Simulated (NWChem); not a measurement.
Lowest excitation of CF2

```xyz
3

F      1.0291     0.0000    -0.1980
C      0.0000     0.0000     0.5940
F     -1.0291     0.0000    -0.1980
```
Charge 0, spin multiplicity 1.

All runs are NWChem calculations. Structure: optimised with B3LYP/def2-SVP, a minimum by its harmonic frequencies.

Basis set: def2-SVPD. CR-EOMCCSD(T) is the triples correction to the same EOM-CCSD root.

The correlated methods keep 3 core orbitals frozen. B3LYP has NWChem's definition, with VWN1-RPA local correlation. The structure started from a generated list of species. Coupled-cluster values serve here as a point of comparison, not as the truth.

Q: One of these methods gave a lowest vertical singlet excitation energy of 4.67 eV. Which?
(A) CIS
(B) CR-EOMCCSD(T)
(C) TD-PBE

A: C, TD-PBE. The others give 5.18 (CIS), 4.91 (CR-EOMCCSD(T)).
